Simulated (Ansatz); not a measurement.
Task: Name a neutral molecule of C, F, S, Zr and H with zero-point energy (PBE0-D4/def2-TZVP) between 115 and 131 kJ/mol and LUMO energy (B3LYP/def2-TZVPP) between -1.90 and -1.60 eV (Ansatz, PBE0-D4/def2-TZVP geometry).

Result: `C[S][Zr]([F])([F])[F]` (117.9 kJ/mol, -1.87 eV). Other molecules can fit too; these were computed, each in one conformer that needn't be the lowest.

B3LYP here is the variant with VWN-RPA as its local correlation; programs differ in this.
